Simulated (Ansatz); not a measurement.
Gas-phase electronic energies from Ansatz, PBE0-D4/def2-TZVP geometries. CCSD(T)/CBS adds triple-zeta CCSD(T) − MP2 to the extrapolated MP2 energy (def2 sets, frozen cores). DFT in def2-TZVPP. def2 core potentials past Kr. For Sb outer-core shells are correlated without core-valence functions, which leaves a few kJ/mol of doubt a bond. One conformer a species, not always the lowest.

Reaction (formal exchange of groups at the Si–B bond): `C=NB[SiH3]` + `[CH3][SbH2]` → `[SiH3][CH2][SbH2]` + `BN=C`

`C=NB[SiH3]`:

Cartesian coordinates in Å:
```
C -0.515 -0.394 -2.117
N -0.618 -0.372 -0.878
B -0.695 -0.330 0.463
Si 0.812 0.510 1.507
H -0.041 -1.233 -2.632
H -0.896 0.425 -2.732
H -1.663 -0.797 0.995
H 1.407 -0.477 2.453
H 0.310 1.654 2.320
H 1.898 1.013 0.620
```

`[CH3][SbH2]`:

Cartesian coordinates in Å:
```
C -0.538 -0.676 -0.123
Sb 1.319 0.430 -0.156
H -0.786 -0.974 -1.142
H -0.401 -1.571 0.483
H -1.345 -0.073 0.290
H 1.144 1.016 1.442
H 0.608 1.849 -0.794
```

`[SiH3][CH2][SbH2]`:

Cartesian coordinates in Å:
```
Si 0.051 -1.259 -0.046
C 0.220 0.410 -0.861
Sb -0.189 2.091 0.450
H 0.346 -2.368 -0.999
H -1.336 -1.438 0.461
H 0.995 -1.365 1.097
H -0.464 0.506 -1.707
H 1.233 0.559 -1.245
H 0.749 1.471 1.741
H -1.605 1.392 1.109
```

`BN=C`:

```xyz
7

B     0.573    0.758    0.891
N    -0.021   -0.028   -0.033
C    -0.567   -0.750   -0.881
H     1.582    0.374    1.407
H     0.070    1.810    1.159
H    -0.319   -0.670   -1.944
H    -1.318   -1.494   -0.599
```

| level | ΔE (kcal/mol) | difference from CCSD(T)/CBS |
| --- | --- | --- |
| BLYP-D4 | -1.1 | 1.9 |
| B97M-V | -0.5 | 2.5 |
| PBE0-D4 | -0.9 | 2.1 |
| r2SCAN0-D4 | -1.8 | 1.2 |
| r2SCAN | -0.8 | 2.2 |
| r2SCANh | -1.1 | 1.9 |
| BHLYP | -2.1 | 0.9 |
| CAM-B3LYP | -1.7 | 1.3 |
| LC-ωPBE | -1.6 | 1.4 |
| HF/def2-SVP | -2.8 | 0.2 |
| CCSD(T)/def2-SVP | -1.1 | 1.9 |
| SCS-MP2/def2-TZVPP | -4.0 | -1.0 |
| CCSD/def2-TZVPP | -2.7 | 0.3 |
| CCSD(T)/def2-TZVPP | -2.6 | 0.4 |
| HF/def2-QZVPP | -3.6 | -0.6 |
| HF/CBS(def2) | -3.6 | -0.6 |
| CCSD(T)/CBS | -3.0 | 0 |

Largest T1 diagnostic among the species: 0.017.

At CCSD(T), def2-SVP lies +1.9 kcal/mol from the extrapolated value and def2-TZVPP +0.4 kcal/mol. The D4 term adds −1.3 kcal/mol with B3LYP and −0.7 kcal/mol with PBE0; it sums over pairs of atoms, weighted by their polarisabilities, and B3LYP, whose exchange is more repulsive, gets the larger term. From BLYP to BHLYP (50 % exact exchange), in def2-TZVPP and without D4, ΔE moves by −2.6 kcal/mol.

B3LYP here is the variant with VWN-RPA as its local correlation; programs differ in this.
